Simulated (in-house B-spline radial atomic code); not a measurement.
A calculation on neutral rubidium: its settings, and results tabulated from the run. Level of theory: non-relativistic PBE0, spin-polarised, spherical fractional occupations, point nucleus, inside a hard spherical wall at 3.42 bohr; calculated with a radial B-spline atomic code at the basis-set limit.

Command:
```bash
python run_scf.py task.json out
```
Settings:
```
Z                37
configuration    [Ne] 3s2 3p5 3d10 4s2 4p6 5s1 5f1
hamiltonian      nr
method           pbe0
spin_polarised   True
wall_radius      3.42
```

Output (hartree, bohr):
```
 radial grid: 42 intervals, B-splines of order 8, outer radius 3.42 bohr

 iter        energy (Eh)    residual
    1       -2925.901724    4.71e-01
    2       -2926.504364    1.72e-01
    3       -2926.915056    2.74e-02
    4       -2926.923079    8.61e-03
    5       -2926.923285    2.27e-03
    6       -2926.923345    7.03e-04
    7       -2926.923352    2.33e-05
    8       -2926.923352    1.75e-06
    9       -2926.923352    9.87e-08

 total energy                     -2926.92335
 kinetic                            2936.6972
 electron-nucleus                  -7000.5628
 Hartree                            1235.4811
 exact exchange                      -23.9810
 exchange-correlation                -74.5579

 orbital      occ     eigenvalue          <r>       <r^2>       <1/r>       <r^4>     <1/r^2>       r_max
 1s up      1.000      -544.7087    0.0412834  0.00228185      36.495 1.32222e-05     2676.33     0.02728
 1s down    1.000      -544.6613    0.0412812  0.00228161     36.4965 1.32196e-05     2676.52     0.02728
 2s up      1.000       -72.6482     0.182049   0.0389989     8.14388  0.00261215     270.413      0.1534
 2s down    1.000       -72.6156     0.182016   0.0389784     8.14378  0.00260736     270.359      0.1535
 2p up      3.000       -65.9613     0.156824   0.0300219     8.11993  0.00179392     89.7239      0.1213
 2p down    3.000       -65.9093      0.15686   0.0300324     8.11763  0.00179424     89.6737      0.1214
 3s up      1.000       -11.1304     0.516442    0.305759     2.75597     0.14606     46.6288      0.4586
 3s down    1.000       -10.9639     0.517259    0.306759     2.75012    0.147145     46.3964      0.4589
 3p up      3.000        -8.6882     0.517164    0.311769     2.65113    0.160788     15.1232      0.4483
 3p down    2.000        -8.4459     0.518519     0.31352      2.6444    0.162926     15.0536      0.4489
 3d up      5.000        -4.2915     0.511845    0.318508     2.43298    0.205471     7.60406      0.3897
 3d down    5.000        -4.1848     0.512125    0.319153     2.43368    0.207142     7.61333      0.3891
 4s up      1.000        -1.0540      1.42202     2.27575    0.930984     7.54323     6.55856       1.255
 4s down    1.000        -0.9981      1.43416     2.31167    0.920207     7.74385     6.37142       1.268
 4p up      3.000        -0.4236      1.57167     2.76896    0.824315     10.9013     1.92973       1.387
 4p down    3.000        -0.3772        1.575     2.77671    0.821246     10.9101      1.9146         1.4
 5s up      1.000         0.9795      2.11894     5.02285    0.665927     32.4489     4.35731       2.476
 5f up      1.000         3.1642      1.83291     3.98928     0.67713     25.5031    0.577552       1.272
```

Run time, properties included: 0.14 s on 1 thread of Arm Neoverse V1, with other jobs on the host.

Caution: exact exchange at fractional occupations of open shells leaves self-interaction of up to several eV.
